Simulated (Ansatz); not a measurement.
A series at Sn: from `[NH2][Sn]([NH2])([NH2])[Cl]`, ligands are replaced one by one, each step taking up HCl and setting free NH₃; n counts the steps. Ansatz, PBE0-D4/def2-TZVP geometries. Each molecule was computed in one conformer, which needn't be the lowest.

CBS adds triple-zeta CCSD(T) − MP2 to the MP2 limit, frozen cores; atoms without spin–orbit coupling. Elements past krypton have def2 core potentials. Outer-core shells of Sn are correlated without core-valence functions. Spin–orbit coupling is left out.

| n | molecule | atomization energy, CCSD(T)/CBS (kJ/mol) |
| --- | --- | --- |
| 0 | `[NH2][Sn]([NH2])([NH2])[Cl]` | 3505.4 |
| 1 | `[NH2][Sn]([NH2])([Cl])[Cl]` | ? |
| 2 | `[NH2][Sn]([Cl])([Cl])[Cl]` | 2068.1 |
| 3 | `[Cl][Sn]([Cl])([Cl])[Cl]` | 1340.4 |

Q: By hand: fit a straight line y = ȳ + b (n − n̄) to the 3 given rows and predict n = 1.

A: n̄ = 1.667, ȳ = 2304.63; Σ(n − n̄)(y − ȳ) = -3365.77, Σ(n − n̄)² = 4.667, so b = -721.18 kJ/mol a step. Prediction: 2304.63 + (-721.18) × (-0.667) = 2785.7 kJ/mol.

Q: By hand: compare with the computed value, 2793.7 kJ/mol, and give the steps along the whole series.

A: The line misses by 8.0 kJ/mol (computed minus predicted). Steps: -711.7, -725.6, -727.7 kJ/mol.

The steps differ by up to 16.0 kJ/mol, small against a whole step but well beyond the method's doubt, so the ligands' effects don't simply add. The miss is 0.4 % of the series' range. The energies themselves are unsure by some kJ/mol a bond, though much of that is common to the series.
